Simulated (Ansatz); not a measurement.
Zr₂O₅H₂. Total charge 0; singlet. Geometry B3LYP-D4/def2-SVP, basis def2-TZVP, Ansatz.

```tsv
atom	x (Å)	y (Å)	z (Å)
Zr1	0.3767	1.0204	-0.8945
Zr2	-0.7258	-1.4585	0.5031
O3	-0.9026	-1.7610	2.4091
O4	0.9517	-0.8941	-0.0381
O5	0.0919	1.6389	-2.7235
O6	1.0928	0.5287	-2.6529
O7	-1.3963	0.1909	-0.1097
H8	1.2636	2.3143	0.1650
H9	-0.7518	-1.5796	3.3415
```

```csv
run,HOMO (eV),LUMO (eV)
A,-5.22,-3.68
B,-5.77,-3.47
C,-5.02,-4.04
D,-6.44,-3.40
E,-5.28,-4.22
```

In the def2 sets Zr takes a core potential; there is no spin–orbit coupling. The structure holds 1 bond(s) between oxygen atoms. Another isomer (singlet) lies 4.04 eV lower at PBE0-D4/def2-TZVP; other spin states weren't run for this one.

Question: The runs used LDA (SPW92), PBE, PBE0, r2SCAN, r2SCANh. Estimate which is which.

Answer: A r2SCAN (0 % exact exchange); B r2SCANh (10 % exact exchange); C PBE (0 % exact exchange); D PBE0 (25 % exact exchange); E LDA (SPW92) (0 % exact exchange). Exact exchange lowers occupied and raises empty levels; among semilocal functionals meta-GGAs tend to open the gap a little, and such runs are hard to tell apart. The gap grows from 0.98 eV (PBE) to 3.04 eV (PBE0).
